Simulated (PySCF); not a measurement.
```xyz
4
charge -1 multiplicity 3, angstrom
Ir    0.0000    0.0000    0.0000
O     1.7634    0.0000    0.0000
O    -0.8817    1.5271    0.0000
O    -0.8817   -1.5271    0.0000
```

Computed with UB3LYP in PySCF with Ir def2-SVPD with ECP60, O def2-SVPD; scalar-relativistic core potentials, no spin–orbit coupling; density-fitted integrals.

This geometry of IrO₃⁻ is a stationary point at this level.

Problem. What is the point group?

Solution. D3h.

Problem. Is it a minimum?

Solution. Yes: all harmonic wavenumbers are real.

Problem. List the harmonic modes with their infrared intensities.

Solution. 
```csv
symmetry,ω (cm⁻¹),"IR (km/mol, summed over degenerate members)"
a2'',233,9.5
e',276,3.1
e',848,371
a1',897,0.0
```

Problem. Give the atomic charges and bond orders.

Solution. 
```
  atom  Mulliken  Löwdin  polar tensor  spin (Mulliken)  Mayer order to Ir1
   Ir1      1.32    0.92          0.90             0.97                   –
O2,3,4     -0.77   -0.64         -0.63             0.34                1.24
```

In D3h the vibrations span a2'' + 2e' + a1'. The a1' mode carries no infrared intensity, as symmetry demands.

Only a few start shapes were tried, so a lower isomer may exist. Other spin states or occupations of the open shell can lie lower. The lowest empty level of this anion is unbound, so it and the gap depend on the basis. With an element this heavy the missing spin–orbit coupling can shift these numbers.
